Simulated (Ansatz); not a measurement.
`C[SiH2]NBCl` → `NBCl` + `C[SiH]`  (silylene formation by 1,1-elimination)

Computed with Ansatz on PBE0-D4/def2-TZVP structures; ΔE is electronic, products minus reactants. CCSD(T)/CBS is the MP2 limit (def2-TZVPP, def2-QZVPP) plus CCSD(T) − MP2 in def2-TZVPP, frozen cores. This one scheme is used for every species. Functionals use def2-TZVPP. B3LYP here is the variant with VWN-RPA as its local correlation; programs differ in this. HSE06 is defined as in plane-wave codes. One conformer a species, not always the lowest.

Problem. Is it downhill or uphill in electronic energy at CCSD(T)/CBS, and by how much? (An estimate is asked.)

Solution. The calculation gave: Uphill: ΔE = +2.94 eV.

Problem. What do these levels give: revPBE-D4, B3LYP-D4, r2SCAN0-D4, HSE06, HF/def2-SVP, HF/def2-QZVPP? (Estimate.)

Solution. Computed: revPBE-D4 2.80, B3LYP-D4 2.86, r2SCAN0-D4 3.12, HSE06 2.89, HF/def2-SVP 2.74, HF/def2-QZVPP 2.84 eV.

Largest T1 diagnostic among the species: 0.012.

At CCSD(T), def2-SVP lies −0.20 eV from the extrapolated value and def2-TZVPP −0.05 eV. The D4 term adds +0.15 eV with B3LYP and +0.08 eV with PBE0; it sums over pairs of atoms, weighted by their polarisabilities, and B3LYP, whose exchange is more repulsive, gets the larger term.
